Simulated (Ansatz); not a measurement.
Ansatz (a first-principles code) input (B3LYP-D3(BJ)/def2-TZVP):

Ansatz 0.2 input:
```yaml
crystal:
  periodic: [false, false, false]
  atoms:
    - {symbol: C, position_ang: [2.36180319, 0.23167018, 0.79225199]}
    - {symbol: C, position_ang: [1.10101442, 0.60437121, 0.01721934]}
    - {symbol: C, position_ang: [0.31984321, -0.62784090, -0.49933871]}
    - {symbol: C, position_ang: [-0.92724711, -0.28453612, -1.24712021]}
    - {symbol: C, position_ang: [-2.13654684, -0.00917788, -0.63349858]}
    - {symbol: C, position_ang: [-2.51299316, -0.09840879, 0.68128503]}
    - {symbol: H, position_ang: [2.88993571, 1.11794127, 1.15131958]}
    - {symbol: H, position_ang: [2.10529761, -0.38487472, 1.65294765]}
    - {symbol: H, position_ang: [3.04378569, -0.33839033, 0.16008489]}
    - {symbol: H, position_ang: [0.43027534, 1.17899409, 0.65828967]}
    - {symbol: H, position_ang: [1.37126447, 1.23771622, -0.83393568]}
    - {symbol: H, position_ang: [0.06787485, -1.24503655, 0.37056896]}
    - {symbol: H, position_ang: [1.00618748, -1.21453209, -1.13284517]}
    - {symbol: H, position_ang: [-0.78738002, 0.01063968, -2.28646201]}
    - {symbol: H, position_ang: [-2.93253895, 0.30126317, -1.32211102]}
    - {symbol: H, position_ang: [-3.54726370, 0.03225345, 0.98152903]}
    - {symbol: H, position_ang: [-1.83783145, -0.42036253, 1.46291537]}
basis:
  gaussian:
    orbitals: def2-TZVP
hamiltonian:
  xc: b3lyp
  dispersion: d3bj
total_charge: -1
relax: {f_tol: 0.002, max_steps: 150}
```

End of the output:

```
Atom 3 at    -0.934437    -0.291227    -1.325592 Å, force    -0.000282    -0.000519     0.000232 eV/Å
Atom 4 at    -2.110148    -0.029524    -0.633954 Å, force    -0.000072     0.000102    -0.000653 eV/Å
Atom 5 at    -2.379733     0.004063     0.730441 Å, force     0.000169    -0.000090     0.000465 eV/Å
Atom 6 at     2.765739     1.079221     1.319967 Å, force     0.000122     0.000043    -0.000010 eV/Å
Atom 7 at     1.985308    -0.465637     1.678836 Å, force     0.000005     0.000145     0.000031 eV/Å
Atom 8 at     3.019860    -0.314267     0.260280 Å, force    -0.000076    -0.000081     0.000038 eV/Å
Atom 9 at     0.327409     1.127860     0.649722 Å, force    -0.000096    -0.000190    -0.000104 eV/Å
Atom 10 at     1.354717     1.296336    -0.760948 Å, force    -0.000058    -0.000025     0.000116 eV/Å
Atom 11 at     0.158567    -1.335743     0.191306 Å, force     0.000059     0.000033    -0.000041 eV/Å
Atom 12 at     1.060128    -1.089990    -1.302552 Å, force     0.000024     0.000146     0.000080 eV/Å
Atom 13 at    -0.924229    -0.222222    -2.407896 Å, force     0.000114     0.000036    -0.000144 eV/Å
Atom 14 at    -2.972520     0.183107    -1.273405 Å, force    -0.000001     0.000211     0.000223 eV/Å
Atom 15 at    -3.393484     0.133947     1.090689 Å, force    -0.000084    -0.000078    -0.000088 eV/Å
Atom 16 at    -1.616665    -0.188481     1.477437 Å, force     0.000033     0.000003    -0.000182 eV/Å
Dipole moment:     1.081842     0.110909     0.064082 e Å
```

It need not be the lowest isomer of its formula. Whether it binds its extra electron was not tested at this geometry.
